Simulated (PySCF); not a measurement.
Al(Cl)2(OH) (AlCl2HO), SMILES [OH][Al]([Cl])[Cl]. Atoms are numbered in the order given.

```xyz
5

Al     0.0000     0.0000     0.3688
Cl     0.0000    -1.7884    -0.7021
Cl     0.0000     1.7884    -0.7021
O      0.0000     0.0000     2.0144
H      0.0000     0.0000     2.9611
```
Charge 0, spin multiplicity 1.

Geometry optimised at PBE0-D3(BJ)/def2-SVP. A frequency run showed that this geometry is not a minimum. The values are those of a single conformer.

These are PBE/def2-TZVPD (PySCF) values and carry that method's errors.

Symmetry labels are those of the subgroup C2v that the program uses (full group C2v).

Computed valence orbital energies around the gap with their symmetry:
```tsv
orbital	symmetry	energy (eV)
HOMO−7	A1	-10.50
HOMO−6	B2	-9.58
HOMO−5	B1	-8.73
HOMO−4	A1	-8.34
HOMO−3	B2	-8.25
HOMO−2	B1	-8.13
HOMO−1	A2	-8.11
HOMO	B2	-7.62
LUMO	A1	-2.04
LUMO+1	B1	-1.20
LUMO+2	A1	-0.22
LUMO+3	B2	0.49
```
